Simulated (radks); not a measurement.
The cerium ion Ce10+, configuration [Kr] 4d10 5s2. Method: non-relativistic Kohn-Sham, TPSS, spin-polarised, spherical densities, point nucleus; meta-GGA in the generalised Kohn-Sham scheme; relativity is left out, which matters for an element this heavy; computed with a radial shooting solver on a logarithmic mesh with Libxc functionals.

Radial electron density D(r) = 4 pi r^2 rho(r):

r (bohr),D(r) (e/bohr)
0.003362,13.32
0.004413,20.32
0.005793,29.84
0.007604,41.74
0.009981,54.79
0.0131,66.35
0.0172,72.91
0.02257,72.27
0.02963,67.10
0.03889,66.00
0.05104,76.61
0.067,93.17
0.08794,97.03
0.1154,82.75
0.1515,74.20
0.1989,83.25
0.261,76.82
0.3426,44.70
0.4497,29.96
0.5903,35.63
0.7748,27.20
1.017,11.53
1.335,4.067
1.752,1.321
2.3,0.2043
3.019,0.009073

D(r) has 4 maxima, at r = 0.0192, 0.0805, 0.217, 0.605 bohr, and minima at 0.0353, 0.147, 0.443 bohr, inside which lie 1.99, 11.37, 28.97 electrons.
